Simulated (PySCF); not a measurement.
# From computed data to an observable: dipole moment from atomic charges

C2HF2O2, SMILES O=C(O)[C](F)F, multiplicity 2. Atoms are numbered in the order given.

```xyz
7

O     -1.2294     1.3231     0.0000
C     -0.1458     0.7681     0.0000
O      1.0521     1.4003     0.0000
C      0.0131    -0.6656     0.0000
F     -1.0186    -1.4682     0.0000
F      1.1703    -1.2825     0.0000
H      0.8495     2.3535     0.0000
```
Charge 0, spin multiplicity 2.

Geometry optimised at TPSSh-D3(BJ)/def2-SVP. A frequency run showed that this geometry is not a minimum. The isomer is the one that the SMILES or the coordinates give; other isomers of the formula were not compared. Other conformers were not sampled.

Charges (e) from M06-2X/def2-TZVP (PySCF):

| atom | Mulliken | ESP fit |
|---|---|---|
| O1 | -0.321 | -0.482 |
| C2 | 0.256 | 0.465 |
| O3 | -0.400 | -0.578 |
| C4 | 0.363 | 0.388 |
| F5 | -0.122 | -0.135 |
| F6 | -0.126 | -0.120 |
| H7 | 0.351 | 0.463 |

The dipole moment of the full density is 1.55 D.

Question: What dipole moment does each set of point charges give, and which comes closer to that of the density?

Answer: 
μ = Σ q r, and 1 e Å = 4.8032 D.
Mulliken: Σ q r = (0.216, 0.137, 0.000) e Å, |μ| = 1.23 D.
ESP fit: Σ q r = (0.312, 0.094, 0.000) e Å, |μ| = 1.57 D.
ESP fit comes closer in size. Point charges leave out the atoms' own dipoles (lone pairs, polarised bonds); fits to the potential absorb them, partitions of the density don't.
